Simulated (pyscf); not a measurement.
HO–SiH(OH)–F, singlet

Gas-phase minimum from PySCF at ωB97X-D3(BJ)/def2-SVP, one conformer. 

```
Si
F 1 1.6248
O 1 1.6401 2 111.39
H 3 0.9631 1 117.45 2 77.62
O 1 1.6509 2 106.83 3 118.67
H 5 0.9624 1 118.02 2 32.32
H 1 1.4711 2 107.29 5 123.53
```
Charge 0, spin multiplicity 1.

Properties at ωB97X-D3(BJ)/def2-SVP:

- Harmonic wavenumbers, unscaled: 167, 209, 302, 359, 393, 756, 781, 839, 855, 905, 964, 1013, 2368, 3935, 3943 cm⁻¹
- Zero-point energy: 25.4 kcal/mol
- Rotational symmetry number: 1
- Entropy of this conformer at 298 K and 1 atm, rigid rotor and harmonic oscillator, modes under 100 cm⁻¹ raised to 100: 306.7 J/(mol K)
- Dipole moment: 1.60 D

Single-point totals, which compare only within one level (frozen core for MP2 and CC):

```json
[
 {"level": "ωB97X-D3(BJ)/def2-TZVP", "total energy (hartree)": "-541.93799"},
 {"level": "PBE/def2-TZVP", "total energy (hartree)": "-541.47955"},
 {"level": "r²SCAN/def2-TZVP", "total energy (hartree)": "-541.74958"},
 {"level": "B3LYP-D3(BJ)/def2-TZVP", "total energy (hartree)": "-541.91768"},
 {"level": "PBE0-D3(BJ)/def2-TZVP", "total energy (hartree)": "-541.51091"},
 {"level": "M06-2X/def2-TZVP", "total energy (hartree)": "-541.78226"},
 {"level": "ωB97M-D3(BJ)/def2-TZVP", "total energy (hartree)": "-541.98020"},
 {"level": "HF/def2-TZVPP", "total energy (hartree)": "-540.15780"},
 {"level": "MP2/def2-TZVPP", "total energy (hartree)": "-541.00909"},
 {"level": "CCSD/def2-TZVPP", "total energy (hartree)": "-541.02115"},
 {"level": "CCSD(T)/def2-TZVPP", "total energy (hartree)": "-541.04869"}
]
```

Soft torsions are taken as harmonic, which can shift the entropy by several J/(mol K). The CCSD(T) − MP2 part came from Ansatz, without density fitting, on the same reference.
